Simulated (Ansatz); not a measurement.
Dimer: CH4 (SMILES C) (first 5 atoms) with SiH4 (SMILES [SiH4]); geometry from B3LYP-D3(BJ)/def2-TZVP.
(charge 0, multiplicity 1):
```xyz
10

C      0.04924    -0.11821    -0.08035
H     -0.18798     0.90474     0.20852
H      1.02350    -0.39275     0.32162
H     -0.70971    -0.79264     0.31377
H      0.07116    -0.19237    -1.16676
Si    -0.04872     0.11758     3.67886
H      0.65738     1.29737     3.13200
H     -0.08581     0.20770     5.15641
H      0.66491    -1.11558     3.27939
H     -1.43183     0.08127     3.15403
```

Basis-set superposition error: the interaction energy with monomers in their own basis, and in the dimer's basis (counterpoise).

Programs: Ansatz (a program for electronic structure) with Gaussian orbitals. Each number belongs to the level named beside it.

```tsv
level	uncorrected (kcal/mol)	counterpoise (kcal/mol)	difference
HF/aug-cc-pV(D+d)Z	0.31	0.59	0.28
PBE/def2-TZVPPD	-0.18	-0.14	0.03
BLYP/def2-TZVPPD	0.88	0.92	0.04
B3LYP/def2-TZVPPD	0.48	0.52	0.04
PBE0/def2-TZVPPD	-0.14	-0.11	0.03
wB97X-V/def2-TZVPPD	-0.84	-0.81	0.03
B2PLYP/def2-TZVPPD	-0.04	0.04	0.08
SCS-MP2/aug-cc-pV(D+d)Z	-1.00	-0.29	0.71
SCS-MP2/aug-cc-pV(Q+d)Z	-0.54	-0.46	0.09
CCSD(T)/aug-cc-pV(D+d)Z	-1.27	-0.59	0.68
```

The error is largest for SCS-MP2/aug-cc-pV(D+d)Z (0.71 kcal/mol) and smallest for PBE0/def2-TZVPPD (0.03 kcal/mol).
